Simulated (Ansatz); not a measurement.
Al6Cu4. Charge 0, multiplicity 1. Geometry PBE-D4/def2-SVP; atoms count from 1.

Cartesian coordinates in Å:
```
Cu -2.4539 -0.6047 0.1768
Cu 1.2844 1.9980 0.5114
Cu -1.1792 0.0683 -1.7667
Cu -0.0049 2.1766 -1.5408
Al -0.4034 -1.8033 -0.3509
Al 2.2552 -2.4819 -0.0065
Al 1.2060 0.0834 -1.0862
Al -1.0121 -0.6792 2.0876
Al -1.0974 1.4252 0.4472
Al 1.4054 -0.1824 1.5282
```

The restricted singlet is unstable towards broken spin symmetry in Hartree–Fock (as tested in another run); at PBE0-D4/def2-TZVP this wasn't settled. Another isomer (singlet) lies 0.21 eV lower at PBE0-D4/def2-TZVP; other spin states weren't run for this one.

Q: Estimate the Mulliken populations from the PBE0/def2-TZVP orbitals of Ansatz.

A: 
```
atom  charge (e)  d electrons
 Cu1       -0.25         9.79
 Cu2       -0.25         9.80
 Cu3       -0.28         9.78
 Cu4       -0.16         9.81
 Al5        0.18            –
 Al6        0.07            –
 Al7        0.25            –
 Al8        0.09            –
 Al9        0.29            –
Al10        0.05            –
```
Mulliken values depend strongly on the basis.

Q: And the Mayer bond orders between heavy atoms (over 0.3)?

A: Cu1–Cu3 0.39 (2.42 Å); Cu1–Al5 0.40 (2.43 Å); Cu1–Al8 0.57 (2.39 Å); Cu1–Al9 0.42 (2.46 Å); Cu2–Cu4 0.35 (2.43 Å); Cu2–Al7 0.36 (2.49 Å); Cu2–Al9 0.42 (2.45 Å); Cu2–Al10 0.51 (2.41 Å); Cu3–Cu4 0.36 (2.42 Å); Cu3–Al5 0.37 (2.47 Å); Cu3–Al7 0.37 (2.48 Å); Cu4–Al7 0.33 (2.46 Å); Cu4–Al9 0.49 (2.39 Å); Al5–Al6 0.47 (2.77 Å); Al5–Al7 0.53 (2.59 Å); Al5–Al8 0.38 (2.75 Å); Al5–Al10 0.34 (3.07 Å); Al6–Al7 0.36 (2.97 Å); Al6–Al10 0.39 (2.89 Å); Al7–Al10 0.44 (2.64 Å); Al8–Al9 0.51 (2.67 Å); Al8–Al10 0.76 (2.53 Å).
